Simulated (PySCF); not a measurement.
This script is equivalent to a calculation on S⁺ (sulfur, charge +1).

```python
from pyscf import gto, scf, dft, mp, cc
import basis_set_exchange as bse
mol = gto.M(atom="S 0 0 0", charge=1, spin=3, symmetry="D2h",
            basis=gto.basis.parse(bse.get_basis("cc-pVTZ-DK", elements=["S"], fmt="nwchem", header=False)),
            nucmod="G")
mf = dft.UKS(mol, xc="R2SCAN").sfx2c1e()
mf.irrep_nelec = {'Ag': (3, 3), 'B1u': (2, 1), 'B2u': (2, 1), 'B3u': (2, 1)}
mf.kernel()
```

What total energy does it give?

-398.797 hartree (calculated).

Which occupied shell lies highest, and where?

3p α, at -18.461 eV.

What is ⟨S²⟩, and what would a pure spin state give?

3.750, against 3.75.
